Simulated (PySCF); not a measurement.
FH₅O₃Si₂, SMILES O[Si](O)(O)[SiH2]F.

Geometry optimised at r2SCAN-D4/def2-SVP. This is a generated structure with no PubChem entry under its InChIKey; it may be hypothetical. Other conformers were not sampled.

All values below come from PySCF with SMD-ωB97X/6-31G*.

Solvation free energies are E(SMD) − E(gas) at the gas-phase geometry, for 1 M in both phases. In vacuum the dipole moment is 1.90 D.

Question: Estimate the solvation free energies in water, chloroform, ethanol. (An estimate is asked for; the answer gives what the named calculation found.)

Answer: 
```
solvent     ΔG(solv) (kcal/mol)  its non-electrostatic (CDS) part  dipole (D)
----------  -------------------  --------------------------------  ----------
water                     -11.9                               3.8        2.30
chloroform                 -7.6                              -0.1        2.18
ethanol                   -12.9                               1.4        2.29
```
